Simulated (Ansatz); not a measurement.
Cost and result for the atomization energy of `[I][GeH2][I]` (5 atoms, 4 bonds).

Charge 0, multiplicity 1. Correlated methods include outer-core shells of Ge, I, which these sets cover unevenly. Scalar relativity is left out up to krypton. I takes the def2 core potential. The geometry is a stationary point of PBE0-D4/def2-TZVP. Program: Ansatz. All runs use 4 threads of an AMD EPYC on a shared host. Times are those of one run each, without the atoms' runs, and a repeat can differ threefold. Electronic energies, without spin–orbit coupling; frozen cores. CCSD(T)/CBS adds CCSD(T) − MP2 in def2-TZVPP to the MP2 limit, and its time is that of the two runs behind it. T1 = 0.009. With those shells the extrapolation isn't a true limit.

CCSD(T)/CBS is a level of theory with its own doubt, some kJ/mol a heavy atom from the limit and from the frozen cores, so smaller differences don't rank the functionals.

```
                           level  functions  wall time
          LDA (SPW92)/def2-TZVPP        176        6 s
            revPBE-D4/def2-TZVPP        176      7.6 s
              BLYP-D4/def2-TZVPP        176      8.1 s
              PBE0-D4/def2-TZVPP        176       13 s
             BHLYP-D4/def2-TZVPP        176       15 s
         CAM-B3LYP-D4/def2-TZVPP        176       16 s
                CCSD(T)/def2-SVP         94       21 s
               B97M-V/def2-TZVPP        176       21 s
             PBE-QIDH/def2-TZVPP        176       23 s
ωB97M-V/def2-TZVPP (with forces)        176       39 s
                  MP2/def2-QZVPP        313       55 s
              CCSD(T)/def2-TZVPP        176       85 s
               CCSD(T)/CBS(def2)          –    2.3 min
```

Problem. What atomization energy does each give, and how far from CCSD(T)/CBS? (Estimate.)

Solution. Ansatz gave: 
```csv
level,atomization (kcal/mol),difference from CCSD(T)/CBS,per bond
LDA (SPW92)/def2-TZVPP,308.9,35.4,8.9
revPBE-D4/def2-TZVPP,260.9,-12.6,-3.1
BLYP-D4/def2-TZVPP,260.1,-13.4,-3.3
PBE0-D4/def2-TZVPP,266.9,-6.6,-1.6
BHLYP-D4/def2-TZVPP,259.9,-13.6,-3.4
CAM-B3LYP-D4/def2-TZVPP,261.8,-11.7,-2.9
CCSD(T)/def2-SVP,244.5,-29.0,-7.2
B97M-V/def2-TZVPP,268.6,-4.9,-1.2
PBE-QIDH/def2-TZVPP,268.4,-5.1,-1.3
ωB97M-V/def2-TZVPP (with forces),261.6,-11.9,-3.0
MP2/def2-QZVPP,273.9,0.4,0.1
CCSD(T)/def2-TZVPP,263.5,-10.0,-2.5
CCSD(T)/CBS(def2),273.5,0.0,0.0
```

In def2-TZVPP, CCSD(T) changes the Hartree–Fock value by +76.4 kcal/mol (the triples alone add +6.1 kcal/mol) and MP2 by +81.1 kcal/mol; breaking electron pairs costs correlation energy, which Hartree–Fock lacks. At CCSD(T), def2-SVP lies −29.0 kcal/mol from the extrapolated value and def2-TZVPP −10.0 kcal/mol: correlation converges slowly with the basis, and small sets miss more of it in the bonded molecule than in its fragments. From r2SCAN to r2SCAN0 (25 % exact exchange), in def2-TZVPP and without D4, the atomization energy moves by −3.6 kcal/mol: exact exchange takes away binding that semilocal exchange gives to molecules.

Spin–orbit coupling would lower the free I atoms strongly, and the atomization energy with them, by more than many differences here. For some Ge, Se and Sn compounds the MP2-based and the directly extrapolated limit differ by 10 to 25 kJ/mol.
